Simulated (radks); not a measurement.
Results of a calculation; reference values are marked as such.
Neutral barium inside a hard spherical wall (all orbitals vanish at R), configuration held at [Xe] 6s2 and not refilled when levels cross. Level of theory: scalar-relativistic Kohn-Sham, PBE, spin-polarised, spherical densities, point nucleus (a radial shooting solver on a logarithmic mesh with Libxc functionals). Eigenvalues in eV for spin up, with the zero of energy where the potential of the charges vanishes at infinity; a dash marks a level that is unbound or too diffuse for the functional's potential to be trusted. A positive occupied level is held by the wall or, in an anion where self-interaction has pushed it up, behind a barrier. The pressure on the wall is -dE/dV.

R (bohr)  E (hartree)  kinetic (hartree)    e(4d)    e(5s)    e(5p)   e(6s)  e(5d, empty)  e(6p, empty)  pressure (GPa)
free       -8135.5648           8588.776  -89.681  -33.675  -18.737  -3.230        -2.019        -1.243               0
12         -8135.5637           8588.787  -89.594  -33.590  -18.653  -3.167        -1.947        -1.076          0.0160
10         -8135.5584           8588.824  -89.341  -33.344  -18.414  -2.967        -1.740        -0.688           0.128
8          -8135.5302           8588.974  -88.561  -32.600  -17.695  -2.213        -1.082         0.592            1.06
7          -8135.4847           8589.173  -87.770  -31.858  -16.988  -1.233        -0.362         2.145            3.23
6          -8135.3756           8589.601  -86.470  -30.679  -15.879   0.803         0.921         5.213            10.9
5          -8135.0857           8590.695  -84.035  -28.614  -13.939   5.522         3.493        11.857            44.3
3.5        -8132.8982           8598.786  -72.327  -19.609   -4.603  33.324        16.806        46.283             683
3          -8130.1364           8608.233  -62.479  -11.470    4.727  61.778        29.951        78.828            2130
2          -8104.7448           8685.369  -15.878   48.380   75.127  253.19        120.84        284.72           36800
